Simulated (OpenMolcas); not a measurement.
## Os V: effect of the IPEA shift

```json
{
 "Program": "OpenMolcas 26.06",
 "Basis": "ANO-RCC-VTZP [8s7p5d3f2g1h]",
 "Scalar Hamiltonian": "DKH2, point nucleus",
 "Active space": "4 electrons in 5 orbitals (5d)",
 "State averaging": "2S+1 = 5 even, 5 roots; 2S+1 = 3 even, 45 roots; 2S+1 = 1 even, 50 roots",
 "Spin-orbit coupling": "RASSI with atomic mean-field integrals over the reference wave functions, term energies averaged over their components"
}
```

Methods on the same reference wave functions:
A. CASSCF
B. MS-CASPT2, IPEA 0 Eh, imaginary shift 0.1 Eh (closed shells correlated: 5s 5p)
C. MS-CASPT2, IPEA 0.25 Eh, imaginary shift 0.1 Eh (closed shells correlated: 5s 5p)

Energies in eV above 5d⁴ ⁵D₀, the measured ground level; measured values from the list in Palmeri et al., Atoms 14, 22 (2026).

```csv
Level,A,B,C,Measured
5d⁴ ⁵D₀ [62 %],0.0000,0.0000,0.0000,0.0000
5d⁴ ⁵D₁,0.4480,0.558,0.536,0.5345
5d⁴ ⁵D₂,0.8915,1.043,1.011,1.0022
5d⁴ ⁵D₃,1.2737,1.409,1.381,1.3661
5d⁴ ⁵D₄ [68 %],1.5774,1.646,1.634,1.6076
5d⁴ ³P₀(1) [51 %],2.5646,2.320,2.355,
5d⁴ ³H₄ [57 %],2.7499,2.630,2.632,2.5260
5d⁴ ³G₃ [60 %],3.3262,3.073,3.103,2.9685
5d⁴ ³H₅,3.3831,3.249,3.262,3.1422
5d⁴ ³P₁(1),3.4774,3.099,3.172,3.0599
5d⁴ ³F₂(1) [67 %],3.4817,3.110,3.170,
5d⁴ ³H₆,3.6736,3.551,3.552,3.4305
5d⁴ ³G₅,4.9199,4.711,4.733,4.5893
5d⁴ ¹I₆,5.2009,5.036,5.019,4.8705
5d⁴ ³D₁,5.3212,4.901,4.955,4.7778
5d⁴ ¹S₀(1),6.1126,5.609,5.670,
5d⁴ ¹F₃ [65 %],6.5715,5.960,5.995,5.7713
5d⁴ ³P₂(2) [67 %],7.1493,6.432,6.477,
5d⁴ ³F₄(2) [57 %],7.4311,6.885,6.889,
5d⁴ ³F₂(2) [63 %],7.7449,7.096,7.141,
5d⁴ ³F₃(2),7.8388,7.199,7.225,6.9272
5d⁴ ³P₁(2),7.9854,7.202,7.274,6.9416
5d⁴ ³P₀(2),8.3870,7.594,7.676,
5d⁴ ¹G₄(2),8.4492,7.715,7.751,
```

Deviations, from unrounded energies. A percentage is the sum of absolute deviations over the sum of measured energies, with the sign that they share, or ± where signs differ.

| Against measurement | Levels | A | B | C |
| --- | --- | --- | --- | --- |
| mean absolute deviation (cm-1) | 15 | 3100 | 940 | 1100 |
| fine structure of the ground term (%) | 4 | -7.1 | +3.2 | +1.1 |
| other terms of the ground configuration (%) | 11 | +11.1 | +3.3 | +3.9 |

B lies closest to measurement on these levels and A furthest from it. The largest miss of B in the table is 5d⁴ ³F₃(2), by +2200 cm-1. The ranking rests on the paired levels alone, and a cruder setting can come out closer through cancelling errors.

Between B and C the level of the table that moves most is 5d⁴ ³P₀(2), by 660 cm-1 (lowest in B, highest in C). Moves below CASPT2's spread within the term are not significant.

The mean deviations of B to C differ by less than CASPT2's widest spread within a term (1100 cm-1), so their order carries little weight.

From A to B the spin-free energies of the other terms of 5d⁴ shown, above ⁵D, scale by factors of 0.75 to 0.89, as is usual when dynamic correlation screens the repulsion within a d or f shell.

The lowest spin-free term lies below A's lowest term by 0.279 hartree in B, 0.272 hartree in C.

CASPT2 breaks the degeneracy within a term, and the mean is taken; among the terms shown or strongly mixed into the levels shown the widest spread is 1100 cm-1 (5d⁴ ¹I, C). Without dynamic correlation excited terms often stand tens of per cent too high (terms of higher spin than the ground term too low), and those without a measured partner can miss by more than the paired ones (holds for A). The CASPT2 spread within a term exceeds the gap to the next term for 5d⁴ ³H and 5d⁴ ³P(1), 5d⁴ ¹I and 5d⁴ ³D, 5d⁴ ¹D(1) and 5d⁴ ¹S(1), so the order of their levels is uncertain (holds for C). Measured partners are found by configuration, term and J. A level has none where our copy of the source lacks it or the pairing is in doubt (some pairs that miss far off the trend of their configuration count as doubtful), and it then counts in no deviation. Levels of configurations outside the active space are missing. The table leaves out levels that lie high or whose names do not pair safely across all columns.

A share in square brackets marks a mixed level and gives the weight of the term that names it, the lowest over the columns. A number in round brackets counts repeated terms of one configuration in the order of the reference energies.
